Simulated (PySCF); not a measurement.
Isomers of C6H15NSi, one conformer each; single-point electronic energies without zero-point terms and without any empirical dispersion term.

Computed with PySCF at PBE0/pcSseg-1, non-relativistic, each on one gas-phase PBE0-D3(BJ)/def2-SVP geometry that isn't relaxed in the solvent. The solvent is an IEF-PCM continuum (cavity from Bondi-type radii × 1.2). Specific hydrogen bonds and non-electrostatic terms are outside this model.

| isomer | relative energy, gas (kJ/mol) | dipole (D) |
| --- | --- | --- |
| `C1CCN([SiH2]1)CCC` | 0.0 | 0.83 |
| `C/N=C\[SiH2]C(C)(C)C` | 128.4 | 1.51 |

**Question.** How do the relative energies look in chloroform (ε = 4.711)?

**Answer.** 
```csv
isomer,"relative energy, solvent (kJ/mol)",E(solvent) − E(gas) (kJ/mol),dipole in solvent (D)
`C1CCN([SiH2]1)CCC`,0.0,-3.5,1.03
`C/N=C\[SiH2]C(C)(C)C`,120.1,-11.8,1.84
```

The order is unchanged. Conformers: `[CH3:1][CH2:2][CH2:3][N:4]1[CH2:5][CH2:6][CH2:7][SiH2:8]1` with C1–C2–C3–N4 59°, C2–C3–N4–C5 75°, C3–N4–C5–C6 -171°, N4–C5–C6–C7 -40°, C5–C6–C7–Si8 37°, C6–C7–Si8–N4 -21°; `[CH3:1]/[N:2]=[CH:3]\[SiH2:4][C:5]([CH3:6])([CH3:7])[CH3:8]` with N2–C3–Si4–C5 179°. `C/N=C\[SiH2]C(C)(C)C` gains most from the continuum, and it has the largest gas-phase dipole. The gains span 8.3 kJ/mol, the gas-phase energies 128.4 kJ/mol.
